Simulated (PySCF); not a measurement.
## Atomic charges by several schemes

Species: (F)3Si-S-SiH3.
Geometry (PBE0-D3(BJ)/def2-SVP, Å), atoms numbered from 1 in this order:
```
atom  x, y, z in Å
Si1    1.1261   -1.0393    0.4944
F2     1.1418    0.3119    1.3615
F3     2.4665   -1.0390   -0.3765
F4     1.2282   -2.2807    1.4946
S5    -0.6095   -1.1452   -0.6633
Si6   -1.1921    0.9518   -0.5769
H7    -0.0626    1.8230   -1.0012
H8    -2.3153    1.0346   -1.5487
H9    -1.6505    1.3134    0.7906
```

Density: PBE0/pcSseg-1 (PySCF); schemes: Mulliken, IAO, Hirshfeld and ESP-fitted. Isolated species at its PBE0-D3(BJ)/def2-SVP geometry, gas phase.

Tabulate the Mulliken, IAO, Hirshfeld and ESP-fitted charges.

In e; atoms taken as equivalent share a row and are averaged (×n: the atom named and its like, n in all):

| atom | environment | Mulliken | IAO | Hirshfeld | ESP-fitted |
| --- | --- | --- | --- | --- | --- |
| Si1 | silicon bonded to 3 F and S | +1.392 | +1.678 | +0.554 | +0.905 |
| F2/F3/F4 | fluorine bonded to Si | -0.392 | -0.509 | -0.183 | -0.264 |
| S5 | sulfur bonded to 2 Si | -0.520 | -0.412 | -0.138 | -0.313 |
| Si6 | silicon bonded to S and 3 H | +0.429 | +0.545 | +0.313 | +0.270 |
| H7/H8/H9 | hydrogen on Si6 | -0.042 | -0.095 | -0.060 | -0.023 |

Mean size of the charges over all atoms: IAO 0.494 e, Mulliken 0.405 e, ESP-fitted 0.261 e, Hirshfeld 0.193 e. Each set sums to the total charge, 0, to within 0.001 e. The Hirshfeld scheme weights the molecular density at each point by an atom's share of the summed free-atom densities. The Mulliken scheme gives each basis function's population to the atom it is centred on and halves the overlap population of two atoms between them.

Some averages cover members that differ in this geometry: H7/H8/H9, ESP-fitted -0.035 to -0.002 e.

Lowest charge. The schemes don't all agree: Mulliken S5 (-0.520); IAO F2/F3/F4 (-0.509); Hirshfeld F2/F3/F4 (-0.183); ESP-fitted S5 (-0.313).

Highest charge. All schemes agree: Mulliken Si1 (+1.392); IAO Si1 (+1.678); Hirshfeld Si1 (+0.554); ESP-fitted Si1 (+0.905).

How closely do the schemes follow one another over all atoms?

Correlation coefficient and root-mean-square difference: Mulliken with ESP-fitted 1.00, 0.199 e; IAO with ESP-fitted 0.99, 0.313 e; Mulliken with IAO 0.99, 0.132 e; IAO with Hirshfeld 0.98, 0.437 e; Hirshfeld with ESP-fitted 0.97, 0.142 e; Mulliken with Hirshfeld 0.97, 0.332 e.

Sum the charges by element, for elements with more than one atom.

```csv
element,atoms,Mulliken,IAO,Hirshfeld,ESP-fitted
Si,2,+1.821,+2.223,+0.867,+1.175
F,3,-1.175,-1.528,-0.548,-0.792
H,3,-0.126,-0.284,-0.181,-0.070
```

How many electrons does the Hirshfeld scheme count on F4?

Its own charge is -0.184 e, so Z − q = 9.184.

The run behind these numbers computed NMR shieldings as well. The run took 27 s (with the writing of density and orbital grids) on an Arm Neoverse N1 with one thread (shared host), and the process peaked at 0.72 GiB of memory.
